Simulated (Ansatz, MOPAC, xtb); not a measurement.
Spectroscopic constants of ZnF, multiplicity 2 (the spin of the measured ground state). No spin–orbit coupling. Zn is treated without relativity.

Seven points along R, fitted to fifth degree in 1/R; most abundant isotopes. In def2 and cc sets the state is the lowest found near the PBE0 minimum, followed along R.

Codes used: Ansatz (Gaussian orbitals); MOPAC for AM1, PM3, PM6 (differences of heats of formation); xtb for the GFN methods. Each number belongs to the level named beside it. The GFN methods have no spin term and hold the electronic entropy of 300 K.

```json
[
 {"level": "AM1", "r_e (Å)": "1.767", "ω_e (cm⁻¹)": "678", "B_e (cm⁻¹)": "0.369", "α_e (cm⁻¹)": "0.0017", "D_e (eV)": "-", "dipole (D)": "-"},
 {"level": "PM3", "r_e (Å)": "1.766", "ω_e (cm⁻¹)": "617", "B_e (cm⁻¹)": "0.369", "α_e (cm⁻¹)": "0.0029", "D_e (eV)": "-", "dipole (D)": "-"},
 {"level": "PM6", "r_e (Å)": "1.725", "ω_e (cm⁻¹)": "621", "B_e (cm⁻¹)": "0.387", "α_e (cm⁻¹)": "0.0026", "D_e (eV)": "-", "dipole (D)": "-"},
 {"level": "GFN1-xTB", "r_e (Å)": "1.837", "ω_e (cm⁻¹)": "315", "B_e (cm⁻¹)": "0.341", "α_e (cm⁻¹)": "0.0043", "D_e (eV)": "-", "dipole (D)": "-"},
 {"level": "GFN2-xTB", "r_e (Å)": "1.804", "ω_e (cm⁻¹)": "345", "B_e (cm⁻¹)": "0.354", "α_e (cm⁻¹)": "0.0033", "D_e (eV)": "-", "dipole (D)": "-"},
 {"level": "SVWN5/def2-TZVPP", "r_e (Å)": "1.766", "ω_e (cm⁻¹)": "608", "B_e (cm⁻¹)": "0.369", "α_e (cm⁻¹)": "0.0032", "D_e (eV)": "3.84", "dipole (D)": "2.73"},
 {"level": "PBE/def2-TZVPP", "r_e (Å)": "1.807", "ω_e (cm⁻¹)": "564", "B_e (cm⁻¹)": "0.353", "α_e (cm⁻¹)": "0.0032", "D_e (eV)": "3.17", "dipole (D)": "2.82"},
 {"level": "r2SCAN/def2-TZVPP", "r_e (Å)": "1.780", "ω_e (cm⁻¹)": "607", "B_e (cm⁻¹)": "0.363", "α_e (cm⁻¹)": "0.0030", "D_e (eV)": "3.24", "dipole (D)": "2.88"},
 {"level": "B97M-V/def2-TZVPP", "r_e (Å)": "1.783", "ω_e (cm⁻¹)": "594", "B_e (cm⁻¹)": "0.362", "α_e (cm⁻¹)": "0.0033", "D_e (eV)": "2.89", "dipole (D)": "2.92"},
 {"level": "B3LYP/def2-TZVPP", "r_e (Å)": "1.801", "ω_e (cm⁻¹)": "580", "B_e (cm⁻¹)": "0.355", "α_e (cm⁻¹)": "0.0031", "D_e (eV)": "2.87", "dipole (D)": "3.12"},
 {"level": "PBE0/def2-TZVPP", "r_e (Å)": "1.786", "ω_e (cm⁻¹)": "600", "B_e (cm⁻¹)": "0.361", "α_e (cm⁻¹)": "0.0030", "D_e (eV)": "3.00", "dipole (D)": "3.05"},
 {"level": "BHLYP/def2-TZVPP", "r_e (Å)": "1.783", "ω_e (cm⁻¹)": "617", "B_e (cm⁻¹)": "0.362", "α_e (cm⁻¹)": "0.0029", "D_e (eV)": "2.67", "dipole (D)": "3.33"},
 {"level": "CAM-B3LYP/def2-TZVPP", "r_e (Å)": "1.783", "ω_e (cm⁻¹)": "609", "B_e (cm⁻¹)": "0.362", "α_e (cm⁻¹)": "0.0029", "D_e (eV)": "3.05", "dipole (D)": "3.12"},
 {"level": "wB97X-V/def2-TZVPP", "r_e (Å)": "1.787", "ω_e (cm⁻¹)": "609", "B_e (cm⁻¹)": "0.361", "α_e (cm⁻¹)": "0.0029", "D_e (eV)": "3.12", "dipole (D)": "3.07"},
 {"level": "wB97M-V/def2-TZVPP", "r_e (Å)": "1.788", "ω_e (cm⁻¹)": "607", "B_e (cm⁻¹)": "0.360", "α_e (cm⁻¹)": "0.0029", "D_e (eV)": "3.00", "dipole (D)": "3.02"},
 {"level": "B2PLYP/def2-TZVPP", "r_e (Å)": "1.790", "ω_e (cm⁻¹)": "599", "B_e (cm⁻¹)": "0.359", "α_e (cm⁻¹)": "0.0029", "D_e (eV)": "-", "dipole (D)": "-"},
 {"level": "CCSD/def2-TZVPP", "r_e (Å)": "1.780", "ω_e (cm⁻¹)": "620", "B_e (cm⁻¹)": "0.363", "α_e (cm⁻¹)": "0.0028", "D_e (eV)": "2.85", "dipole (D)": "-"},
 {"level": "CCSD/def2-QZVPP", "r_e (Å)": "1.768", "ω_e (cm⁻¹)": "635", "B_e (cm⁻¹)": "0.368", "α_e (cm⁻¹)": "0.0030", "D_e (eV)": "3.04", "dipole (D)": "-"},
 {"level": "CCSD(T)/def2-TZVPP", "r_e (Å)": "1.781", "ω_e (cm⁻¹)": "614", "B_e (cm⁻¹)": "0.363", "α_e (cm⁻¹)": "0.0029", "D_e (eV)": "2.91", "dipole (D)": "-"},
 {"level": "CCSD(T)/def2-QZVPP", "r_e (Å)": "1.770", "ω_e (cm⁻¹)": "629", "B_e (cm⁻¹)": "0.367", "α_e (cm⁻¹)": "0.0030", "D_e (eV)": "3.09", "dipole (D)": "-"},
 {"level": "CCSD(T)/CBS(def2-TZVPP, def2-QZVPP)", "r_e (Å)": "1.765", "ω_e (cm⁻¹)": "632", "B_e (cm⁻¹)": "0.370", "α_e (cm⁻¹)": "0.0031", "D_e (eV)": "-", "dipole (D)": "-"}
]
```

D_e counts from each atom's lowest state at the same level, without counterpoise or zero-point energy.

Correlated levels freeze the inner cores; with def2 sets outer-core shells near the valence are correlated too. CBS: X⁻³ extrapolation of the correlation energy, Hartree–Fock from the larger set. The state that AM1, PM3, PM6 reach isn't checked.

Measured for the ground state: D_0 3.734 ± 0.65 eV (a handbook's tabulated 298 K bond energy less 3RT/2; such tables hold older values) [Luo, bond dissociation energies, CRC Handbook].

Ansatz is a first-principles code.
